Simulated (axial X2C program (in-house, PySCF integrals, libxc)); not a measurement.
# Correcting the dissociation energy of SrS for spin–orbit coupling

A spin-free CCSD(T) curve (one-electron X2C) was computed with an axial X2C code built on PySCF integrals, basis Sr dyall-cv3z [13s12p8d5f1g], S dyall-av3z [9s8p3d2f] (cores contracted in-house), for the state M_S = 0, Λ = 0 (closed shell). It gives D0 = 3.159 eV to Sr + S, which in a spin-free picture are the weighted means of the ground terms.

Correlated methods: 8 electrons correlated (number of frozen shells: Sr 4 s, 3 p, 1 d; S 2 s, 1 p), 262 virtual spin orbitals or spinors in MP2, 90 natural virtuals in coupled cluster.

Measured levels of the ground terms (NIST Handbook of Basic Atomic Spectroscopic Data), in cm⁻¹: Sr 1S: J = 0 at 0; S 3P: J = 2 at 0, J = 1 at 396.1, J = 0 at 573.6.

The molecular state has Λ = 0, so it has no first-order lowering.

How far does each ground level lie under the (2J+1)-weighted mean of its term?

Sr: a single level, 0; S: (5 × 0 + 3 × 396.1 + 1 × 573.6)/9 = 196 cm⁻¹.

Correct D0.

D0 = 3.159 + (0 − 196)/8065.5 = 3.135 eV at CCSD(T) with these spin–orbit terms. The direct two-component run gives 3.138 eV; the difference holds second-order terms in the molecule, scalar two-electron terms, the gap between measured and computed atomic splittings (a 2c atom can miss part of its lowering) and, in coupled cluster, the truncation of each run.

Second-order spin–orbit effects in the molecule, which grow quickly with Z, are left out. The state is a single determinant with fixed occupations, the lowest that a limited PBE0 search found. De is counted from the lowest determinant-based energies of the atoms at the same level, without counterpoise correction. CCSD and (T) use frozen natural virtuals with an MP2 correction for the truncation; (T) itself is uncorrected, so its De runs slightly low. The outer-core s and p shells of the metal are frozen in the correlated rows, which leaves out core–valence correlation; for alkali and alkaline-earth bonds that tends to lengthen them. With the outer-core shells frozen, correlated bond lengths of heavy atoms tend to come out a few hundredths of an ångström too long.
